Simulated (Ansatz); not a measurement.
Gas-phase reaction in SMILES: CCF -> [CH3] (CH3) + [CH2]F (the C-C bond at the site shown breaks; other sites are not compared here)
Geometries: B3LYP-D3(BJ)/def2-TZVP minima from Ansatz (a first-principles code).

Wanted: bond dissociation energy (electronic energy difference), in eV. Cores are frozen in the correlated levels unless marked. Open shells are spin-unrestricted. Spin-orbit coupling is left out. No relativistic terms. CBS(X,Y): correlation extrapolated as X^-3; Hartree-Fock from the larger set.

| level | program | bond dissociation energy (eV) |
|---|---|---|
| revPBE-D3(BJ)/def2-TZVPD | Ansatz + dftd3 | [?] |
| B97M-V/def2-TZVPD | Ansatz | [?] |
| B3LYP/def2-TZVPD | Ansatz | 4.02 |
| PBE0-D4/def2-TZVPD | Ansatz + dftd4 | 4.20 |
| r2SCANh-D4/def2-TZVPD | Ansatz + dftd4 | 3.95 |
| r2SCAN0-D4/def2-TZVPD | Ansatz + dftd4 | 3.94 |
| r2SCAN0/def2-TZVPD | Ansatz | 3.93 |
| CAM-B3LYP-D4/def2-TZVPD | Ansatz + dftd4 | [?] |
| wB97M-V/def2-TZVPD | Ansatz | 4.32 |
| B2PLYP-D3(BJ)/def2-TZVPD | Ansatz + dftd3 | 4.17 |
| RPA@PBE/cc-pVQZ | Ansatz | [?] |
| CCSD/cc-pwCVTZ | Ansatz | 4.14 |
| CCSD(T)/CBS(cc-pVTZ,cc-pVQZ) | Ansatz | 4.32 |

Question: What belongs in the gaps?

Answer: 
- revPBE-D3(BJ)/def2-TZVPD, bond dissociation energy (eV): 4.07
- B97M-V/def2-TZVPD, bond dissociation energy (eV): 4.24
- CAM-B3LYP-D4/def2-TZVPD, bond dissociation energy (eV): 4.16
- RPA@PBE/cc-pVQZ, bond dissociation energy (eV): 4.18
